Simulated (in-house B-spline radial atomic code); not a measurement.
Orbital energies and mean radii along the 5-electron series, configuration [He] 2s2 2p1. The effective charge is n√(-2ε), a non-relativistic measure. Computed with a B-spline radial code for spherical atoms: non-relativistic Hartree-Fock, average of the configuration, point nuclei.

```
  ion   Z  energy of 2s (Eh)  mean radius of 2s (bohr)  energy of 2p (Eh)  mean radius of 2p (bohr)  energy of 1s (Eh)  mean radius of 1s (bohr)  effective charge of 2s
    B   5           -0.49471                    1.9771           -0.30986                    2.2048            -7.6953                   0.32587                  1.9894
   C+   6            -1.1538                    1.4755           -0.90476                    1.4719            -11.898                    0.2681                  3.0381
  N2+   7             -2.072                    1.1788            -1.7556                    1.1206            -17.118                   0.22767                  4.0714
  O3+   8            -3.2442                    0.9826            -2.8598                   0.90861            -23.345                   0.19779                  5.0945
  F4+   9            -4.6685                    0.8429            -4.2159                   0.76552            -30.577                   0.17483                  6.1113
 Ne5+  10            -6.3441                   0.73824            -5.8234                   0.66201            -38.811                   0.15663                  7.1241
 Mg7+  12            -10.448                   0.59169            -9.7906                   0.52179            -58.285                   0.12962                  9.1422
 Al8+  13            -12.875                   0.53835             -12.15                   0.47201            -69.524                   0.11933                  10.149
 Si9+  14            -15.553                   0.49386             -14.76                   0.43096            -81.763                   0.11055                  11.154
 P10+  15                  ?                         ?                  ?                         ?                  ?                         ?                       ?
 S11+  16                  ?                         ?                  ?                         ?                  ?                         ?                       ?
Cl12+  17            -25.087                   0.39584             -24.09                   0.34196            -124.48                  0.090549                  14.167
Ar13+  18            -28.766                   0.37129            -27.701                   0.31997            -140.72                  0.085399                   15.17
 K14+  19                  ?                         ?                  ?                         ?                  ?                         ?                       ?
Ca15+  20            -36.873                   0.33033            -35.672                   0.28353            -176.21                  0.076675                  17.175
```

(1) Fill in the row of P10+.

(2) Fill in the row of S11+.

(3) Fill in the row of K14+.

(4) How does the screening of 2s change?

## Answers

(1) energy of 2s (Eh): -18.481; mean radius of 2s (bohr): 0.45619; energy of 2p (Eh): -17.62; mean radius of 2p (bohr): 0.39653; energy of 1s (Eh): -95.003; mean radius of 1s (bohr): 0.10297; effective charge of 2s: 12.159.

(2) energy of 2s (Eh): -21.659; mean radius of 2s (bohr): 0.42387; energy of 2p (Eh): -20.73; mean radius of 2p (bohr): 0.36722; energy of 1s (Eh): -109.24; mean radius of 1s (bohr): 0.09636; effective charge of 2s: 13.163.

(3) energy of 2s (Eh): -32.694; mean radius of 2s (bohr): 0.34961; energy of 2p (Eh): -31.562; mean radius of 2p (bohr): 0.30065; energy of 1s (Eh): -157.97; mean radius of 1s (bohr): 0.080802; effective charge of 2s: 16.173.

(4) Z less the effective charge goes from 3.01 at Z = 5 to 2.82 at Z = 20.
